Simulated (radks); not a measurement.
Values are calculated unless marked as measured or tabulated.
The nuclear charge of neutral gadolinium is varied continuously with 64 electrons held in [Xe] 4f7 5d1 6s2. Level of theory: scalar-relativistic Kohn-Sham, BLYP, spin-polarised, spherical densities, point nucleus; open shells are filled with parallel spins first (spin-orbit coupling, left out, can overturn this in heavy ions) (a radial shooting solver on a logarithmic mesh with Libxc functionals). By the Hellmann-Feynman theorem dE/dZ = E(electron-nucleus)/Z, the electronic potential at the nucleus. The scalar-relativistic energy here is not variational (the density holds large components alone), so the two differ by a part that grows with Z.

Z	E (hartree)	E(electron-nucleus)/Z (hartree)	HOMO	e(HOMO) (eV)	<r> HOMO (bohr)
63.8	-11186.0646	-427.708	5d	-1.317	2.963
64	-11272.2938	-429.673	5d	-2.735	2.753
64.2	-11358.9214	-431.635	5d	-4.297	2.599
64.4	-11445.9472	-433.596	5d	-5.983	2.477
64.6	-11533.3711	-435.558	6s	-7.513	3.666
64.8	-11621.1931	-437.519	6s	-8.937	3.550
65	-11709.4133	-439.480	6s	-10.426	3.445

The central difference of E at Z = 64 is -432.142 hartree, to compare with the third column; the second derivative is -9.96 hartree.
